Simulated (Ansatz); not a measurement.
Reaction (ligand exchange at the Si–C bond): `O[SiH2]C[SiH2]S` + CH₃SH → `CS[SiH2]S` + `C[SiH2]O`

Calculated with Ansatz (gas phase, PBE0-D4/def2-TZVP geometries, no zero-point term in ΔE). CCSD(T)/CBS is the MP2 limit (def2-TZVPP, def2-QZVPP) plus CCSD(T) − MP2 in def2-TZVPP, frozen cores. This one scheme is used for every species. One conformer a species, not always the lowest.

`O[SiH2]C[SiH2]S`:

Cartesian coordinates in Å:
```
O 0.158 -2.991 0.248
Si -0.400 -1.588 -0.414
C 0.265 -0.071 0.449
Si -0.418 1.552 -0.168
S 0.230 3.234 0.990
H 1.083 -3.209 0.131
H -0.037 -1.509 -1.858
H -1.873 -1.650 -0.270
H 1.355 -0.046 0.340
H 0.047 -0.151 1.520
H -0.041 1.741 -1.594
H -1.896 1.590 -0.041
H 1.528 3.098 0.668
```

CH₃SH:

Cartesian coordinates in Å:
```
C -0.180 0.359 -0.283
S -0.273 -0.964 0.943
H 0.468 1.169 0.051
H -1.193 0.747 -0.388
H 0.151 -0.014 -1.251
H 1.027 -1.296 0.927
```

`CS[SiH2]S`:

```xyz
10

C     0.263   -1.586   -0.619
S    -0.793   -0.226   -1.196
Si   -0.746    1.024    0.513
S     1.223    1.638    1.074
H     1.232   -1.208   -0.293
H     0.405   -2.255   -1.466
H    -0.216   -2.133    0.192
H    -1.234    0.330    1.731
H    -1.615    2.173    0.163
H     1.481    2.242   -0.098
```

`C[SiH2]O`:

Cartesian coordinates in Å:
```
C 0.079 1.166 0.102
Si 0.346 -0.660 -0.159
O -0.823 -1.581 0.557
H 0.898 1.736 -0.347
H 0.042 1.407 1.167
H -0.853 1.504 -0.358
H 1.617 -1.097 0.470
H 0.401 -0.935 -1.624
H -1.707 -1.541 0.192
```

```csv
species,CCSD(T)/CBS(def2) energy (Eh)
`O[SiH2]C[SiH2]S`,-1094.06381
CH₃SH,-438.22835
`CS[SiH2]S`,-1126.34514
`C[SiH2]O`,-405.96945
```

(1) Work out ΔE.

Largest T1 diagnostic among the species: 0.011.

## Answers

(1) ΔE = (-1126.34514) + (-405.96945) − (-1094.06381) − (-438.22835) = -0.02243 Eh = -0.61 eV.
